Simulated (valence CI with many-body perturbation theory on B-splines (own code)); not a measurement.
## Pd XXXIV: key properties

Calculated by relativistic CI+MBPT: three valence electrons over a frozen Dirac-Fock core [Ne], a basis of 11 s, 11 p, 10 d, 8 f, 5 g, 2 h functions for each j, with the one-electron correlation potential Σ1 (screened to all orders), the two-electron term Σ2, the three-electron term Σ3, Breit, model QED; selected single and double excitations, second order for the rest, scaled by the run's own slope (own B-spline code, finite nucleus).

No measured spectrum was set against this ion. As an estimate, large intervals hold to a few tenths of a per cent, small ones and those within an open d or f shell to about a per cent.

Levels are named by their leading jj configuration (3d3/2^4 stands for four electrons in 3d with j = 3/2), which in mixed levels can hold well under half, so a name can repeat and another be missing.

Rates and lifetimes use the calculated energies. Strong lines usually hold to 10 to 20 %, long lifetimes can be off by a factor of two.

Question: What is the ground level?

Answer: (3s^2 3p1/2) J=1/2, composition 99 % 3s²3p ²P°, g = 0.660.

Question: Name the longest-lived excited levels whose lifetime is computed, and their main decay.

Answer: (3s 3p3/2 3d5/2) J=9/2 at 19.596 Ry lives 5.32 μs, mostly by M1 to (3s 3p1/2 3d5/2) J=7/2; (3s^2 3p3/2) J=3/2 at 2.860 Ry lives 3.59 μs, mostly by M1 to (3s^2 3p1/2) J=1/2; (3s 3p1/2 3p3/2) J=3/2 at 7.713 Ry lives 2.04 ns, mostly by E1 to (3s^2 3p3/2) J=3/2.

Question: How well does LS coupling describe the low levels?

Answer: Among the lowest 20 levels the leading LS term, summed over configurations, holds 71 % on average. For single configurations the figures are 66 % in LS and 83 % in jj coupling. Terms mix most in the J = 3/2 level at 15.334 Ry, where the leading one holds 40 %.

Question: Where does the other parity begin?

Answer: At (3s 3p1/2^2) J=1/2, 5.739 Ry.

Question: Among levels below 73.214 Ry, which E1 lines absorb most strongly from the ground level?

Answer: to (3s^2 3d3/2) J=3/2 at 7.570 nm, f = 0.346; to (3s 3p1/2 3p3/2) J=1/2 at 9.192 nm, f = 0.195; to (3s 3p1/2 3p3/2) J=3/2 at 9.833 nm, f = 0.101.
